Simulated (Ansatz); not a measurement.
Molecule: sum formula AlOCl$_{2}$H (charge 0, singlet). 
Coordinates optimised at B3LYP-D3(BJ)/def2-TZVP (Ansatz, a first-principles code):
SMILES: [OH][Al]([Cl])[Cl]
```xyz
5

O     -1.9343    -0.6046    -0.1661
Al    -0.3350    -0.1053    -0.0291
Cl     1.2387    -1.2612    -0.7676
Cl     0.0571     1.7102     0.9021
H     -2.1996    -1.4271    -0.5810
```
Charge 0, spin multiplicity 1.

Parts of the frozen-core correlation energy in STO-3G (Ansatz, hartree). Frozen orbitals: 16; correlated occupied orbitals by spin: 12 and 12; virtual: 5 and 5. No spin-orbit coupling. No relativistic terms.

| term | value |
|---|---|
| reference (HF) | -1222.81716 |
| MP2 opposite-spin | … |
| MP2 same-spin | … |
| CCSD correlation | … |
| (T) | -0.00355 |
| T1 diagnostic | 0.014 |
| largest doubles amplitude | 0.057 |

Problem. Some entries are withheld; supply them.

Solution. 
- MP2 opposite-spin, value: -0.05450
- MP2 same-spin, value: -0.01187
- CCSD correlation, value: -0.08095
